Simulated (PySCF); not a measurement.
Computed shifts of a molecule C3H8FNSi, PBE0/pcSseg-1 (PySCF), GIAO, gas phase, equivalent atoms averaged, in ppm (number of nuclei): ¹³C: 180.7 (1), 69.4 (1), 20.2 (1). ¹⁵N: 472.2 (1). ²⁹Si: -19.0 (1). ¹⁹F: -226.3 (1). ¹H: 8.93 (1), 5.31 (2), 4.48 (1), 3.21 (1), 1.61 (3). References: ¹³C against TMS (σ = 186.3 ppm); ¹⁵N against NH3 (σ = 267.4 ppm); ²⁹Si against TMS (σ = 352.7 ppm); ¹⁹F against CFCl3 (σ = 167.2 ppm); ¹H against TMS (σ = 31.56 ppm), references at their B3LYP-D3(BJ)/def2-TZVP geometries, non-relativistic. The structure is a stationary point at PBE0-D3(BJ)/def2-SVP. One conformer was computed; it need not be the lowest.

**Question.** Identify the compound among the candidates.
(A) CC/N=C/[SiH2]F
(B) NC/C(F)=C/[SiH3]
(C) F[SiH2][C@H]1CCN1
(D) C=C[Si@H](F)NC

**Answer.** A, CC/N=C/[SiH2]F
